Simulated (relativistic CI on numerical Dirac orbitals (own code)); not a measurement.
**Electric-dipole transitions in Er XXXVI**

Computed by Dirac-Coulomb-Breit CI, KLI orbitals optimised for each configuration, a model potential for QED, unscaled Slater integrals (own radial code, finite nucleus).

Configuration list (outside the closed core [Ar] 3d10): 4s2.4p3, 4s.4p4, 4s2.4p2.4d, 4p5, 4s.4p3.4d, 4s2.4p2.4f, 4s.4p3.4f, 4p4.4d, 4s.4p2.4d2, 4s2.4p.4d.4f, 4p4.4f, 4p3.4d.4f, 4s2.4p2.5s, 4s.4p2.4f2, 4p4.5s, 4s2.4p2.5p, 4s.4p2.4d.5s, 4s2.4p.4f.5s, 4s.4p3.5s, 4s2.4p2.5d, 4s.4p3.5p, 4s2.4p2.5f, 4s2.4p2.5g, 4s.4p3.5d, 4p3.4f.5s, 4s.4p3.5f, 4s2.4p2.6s, 4s2.4p.4d2, 4s2.4d3, 4s.4p.4d3, 4s2.4d2.4f, 4s.4p.4d2.4f, 4s2.4d2.5s, 4p3.4d2, 4p2.4d3, 4p2.4d2.4f, 4p2.4d2.5s, 4s2.4p.4f2, 4s2.4d.4f2, 4s.4p.4d.4f2, 4s2.4f3, 4s.4p.4f3, 4s2.4f2.5s, 4p3.4f2, 4p2.4d.4f2, 4p2.4f3, 4p2.4f2.5s, 4s.4p2.4d.4f, 4s.4p.4d.4f.5s, 4s2.4p.4d.5s, 4s.4p.4d2.5s, 4s2.4d.4f.5s, 4s2.4d.5s2, 4p3.4d.5s, 4p2.4d.4f.5s, 4p2.4d.5s2, 4s.4p2.4f.5s, 4s.4p.4f2.5s, 4s.4p.4f.5s2, 4s2.4p.5s2, 4s.4p.4d.5s2, 4s2.4f.5s2. Double excitations out of closed p, d and f shells are left out; levels of such configurations are missing from the list, as are those of other unlisted configurations, and high levels can miss mixing partners. These lack a partner that the ground configuration has and come out too high: 4s2.4p2.5p, 4s2.4p2.5d, 4s.4p3.5p, 4s2.4p2.5f, 4s2.4p2.5g.

| λ vac (Å) | Lower | Upper | A (s⁻¹) | E lower (10³ cm⁻¹) | E upper (10³ cm⁻¹) |
| --- | --- | --- | --- | --- | --- |
| 59.045 | 4s2.4p2.4d 2D_3/2 [6] | 4s2.4p.4d2 2D°_3/2 [82] | 1.07e+12 | 1064.1 | 2757.7 |
| 59.984 | 4s2.4p2.4d 2G_9/2 [19] | 4s2.4p.4d2 2H°_11/2 [157] | 3.89e+11 | 1654.5 | 3321.6 |
| 60.114 | 4s2.4p2.4d 4D_7/2 [17] | 4s2.4p.4d2 4D°_5/2 [150] | 7.54e+11 | 1610.9 | 3274.5 |
| 60.141 | 4s2.4p3 4S°_3/2 [2] | 4s2.4p2.4d 2D_5/2 [34] | 3.95e+11 | 440.5 | 2103.2 |
| 60.145 | 4s2.4p3 2P°_3/2 [1] | 4s2.4p2.4d 2D_3/2 [21] | 1.25e+12 | 0.0 | 1662.6 |
| 60.329 | 4s.4p4 4P_5/2 [7] | 4s.4p3.4d 4D°_7/2 [78] | 5.75e+11 | 1087.7 | 2745.3 |
| 60.330 | 4s2.4p3 4S°_3/2 [2] | 4s2.4p2.4d 2D_3/2 [32] | 7.47e+11 | 440.5 | 2098.0 |
| 60.439 | 4s2.4p3 2P°_3/2 [1] | 4s2.4p2.4d 4P_5/2 [20] | 9.07e+11 | 0.0 | 1654.5 |
| 60.543 | 4s2.4p3 2D°_5/2 [3] | 4s2.4p2.4d 2F_7/2 [36] | 8.58e+11 | 480.4 | 2132.2 |
| 60.595 | 4s.4p4 4P_5/2 [7] | 4s.4p3.4d 4P°_3/2 [76] | 7.18e+11 | 1087.7 | 2738.0 |
| 60.646 | 4s2.4p3 2P°_1/2 [4] | 4s2.4p2.4d 2D_3/2 [41] | 8.53e+11 | 530.3 | 2179.2 |
| 60.649 | 4s2.4p2.4d 4D_5/2 [9] | 4s2.4p.4d2 4D°_5/2 [102] | 5.06e+11 | 1240.5 | 2889.4 |
| 61.214 | 4s.4p4 4P_5/2 [7] | 4s.4p3.4d 4P°_5/2 [72] | 7.03e+11 | 1087.7 | 2721.3 |
| 61.518 | 4s.4p4 2D_5/2 [16] | 4s.4p3.4d 2F°_7/2 [138] | 7.43e+11 | 1589.3 | 3214.9 |
| 61.622 | 4s2.4p3 2D°_5/2 [3] | 4s2.4p2.4d 2D_5/2 [34] | 5.49e+11 | 480.4 | 2103.2 |
| 61.912 | 4s2.4p2.4d 2G_9/2 [19] | 4s2.4p.4d2 4G°_9/2 [149] | 6.26e+11 | 1654.5 | 3269.6 |
| 61.935 | 4s2.4p2.4d 2G_9/2 [19] | 4s2.4p.4d2 4G°_11/2 [148] | 4.08e+11 | 1654.5 | 3269.1 |
| 62.426 | 4s2.4p2.4d 4P_5/2 [20] | 4s2.4p.4d2 4F°_7/2 [145] | 5.75e+11 | 1654.5 | 3256.5 |
| 62.926 | 4s2.4p2.4d 2D_3/2 [21] | 4s2.4p.4d2 4F°_5/2 [143] | 8.66e+11 | 1662.6 | 3251.8 |
| 64.075 | 4s2.4p2.4d 2D_3/2 [6] | 4s2.4p.4d2 4G°_5/2 [64] | 5.67e+11 | 1064.1 | 2624.8 |
| 69.332 | 4s2.4p2.4d 2F_5/2 [12] | 4s2.4p2.4f 2G°_7/2 [113] | 5.89e+11 | 1507.2 | 2949.6 |
| 70.064 | 4s2.4p2.4d 2G_7/2 [15] | 4s2.4p2.4f 2G°_9/2 [116] | 3.56e+11 | 1547.6 | 2974.9 |
| 70.233 | 4s2.4p2.4d 4F_3/2 [11] | 4s.4p3.4d 2F°_5/2 [108] | 4.22e+11 | 1502.9 | 2926.8 |
| 70.579 | 4s2.4p2.4d 2D_5/2 [34] | 4s2.4p.4d2 2F°_7/2 [196] | 9.36e+11 | 2103.2 | 3520.1 |
| 70.659 | 4s2.4p2.4d 2F_7/2 [36] | 4s2.4p.4d2 2G°_9/2 [205] | 1.19e+12 | 2132.2 | 3547.4 |
| 73.034 | 4s2.4p2.4d 2D_3/2 [6] | 4s2.4p2.4f 2F°_5/2 [54] | 2.89e+11 | 1064.1 | 2433.3 |
| 73.591 | 4s2.4p2.4d 4F_9/2 [35] | 4s2.4p2.4f 4G°_11/2 [188] | 6.11e+11 | 2117.2 | 3476.0 |
| 74.028 | 4s2.4p2.4d 2F_7/2 [33] | 4s2.4p2.4f 2G°_9/2 [184] | 6.20e+11 | 2102.3 | 3453.1 |
| 74.565 | 4s2.4p2.4d 4P_5/2 [20] | 4s2.4p2.4f 4D°_7/2 [121] | 4.68e+11 | 1654.5 | 2995.7 |
| 74.595 | 4s2.4p3 2P°_3/2 [5] | 4s.4p4 2S_1/2 [50] | 9.42e+11 | 977.5 | 2318.0 |
| 74.601 | 4s2.4p3 2P°_3/2 [5] | 4s2.4p2.4d 2D_5/2 [49] | 8.14e+11 | 977.5 | 2317.9 |
| 74.607 | 4s2.4p2.4d 2D_5/2 [49] | 4s2.4p.4d2 2F°_7/2 [224] | 1.43e+12 | 2317.9 | 3658.3 |
| 74.647 | 4s2.4p3 4S°_3/2 [2] | 4s2.4p2.4d 2D_5/2 [27] | 3.83e+11 | 440.5 | 1780.1 |
| 75.072 | 4s2.4p2.4d 4F_9/2 [35] | 4s2.4p.4d2 4F°_9/2 [181] | 7.11e+11 | 2117.2 | 3449.2 |
| 75.969 | 4s2.4p2.4d 2D_5/2 [27] | 4s2.4p2.4f 2F°_7/2 [132] | 6.53e+11 | 1780.1 | 3096.4 |
| 76.377 | 4s2.4p3 2P°_3/2 [5] | 4s2.4p2.4d 2D_3/2 [46] | 5.63e+11 | 977.5 | 2286.7 |
| 76.443 | 4s2.4p3 2P°_1/2 [4] | 4s2.4p2.4d 2P_1/2 [29] | 6.64e+11 | 530.3 | 1838.5 |
| 76.796 | 4s2.4p2.4d 2F_7/2 [25] | 4s2.4p2.4f 2G°_9/2 [127] | 4.75e+11 | 1748.6 | 3050.7 |
| 76.942 | 4s2.4p3 2D°_5/2 [3] | 4s2.4p2.4d 2D_5/2 [27] | 2.89e+11 | 480.4 | 1780.1 |
| 77.886 | 4s2.4p3 2D°_5/2 [3] | 4s2.4p2.4d 2P_3/2 [26] | 3.45e+11 | 480.4 | 1764.4 |
| 78.381 | 4s2.4p2.4d 4D_5/2 [9] | 4s2.4p2.4f 2F°_7/2 [59] | 3.10e+11 | 1240.5 | 2516.4 |
| 78.856 | 4s2.4p3 2D°_5/2 [3] | 4s2.4p2.4d 2F_7/2 [25] | 2.97e+11 | 480.4 | 1748.6 |
| 79.018 | 4s.4p4 4P_5/2 [7] | 4s.4p3.4d 4D°_7/2 [52] | 1.90e+11 | 1087.7 | 2353.2 |
| 80.606 | 4s2.4p3 2P°_3/2 [1] | 4s.4p4 2D_3/2 [10] | 2.55e+11 | 0.0 | 1240.6 |
| 80.610 | 4s2.4p3 2P°_3/2 [1] | 4s2.4p2.4d 4D_5/2 [9] | 1.99e+11 | 0.0 | 1240.5 |

Terms are leading LS components. Brackets give the number of a level in order of energy, since labels repeat. The list gives strong lines, with weight on those to low levels, without lines whose two gauges differ by over a factor of 2.5, among the lowest 400 of 11824 levels, so that lines to higher ones, which can be the strongest, are missing. Levels whose partners in the same complex of configurations lie outside the list can be far off, and so can their lines. Rates are taken at the computed energies, electric ones in the length gauge.

At this charge energies of transitions that change n are usually good to better than 1 %, and those within a shell (Δn = 0) to a few per cent.

LS names give the leading component of a level, which can be under half, so a name can repeat, a term be missing and a line seem to break the LS rules.
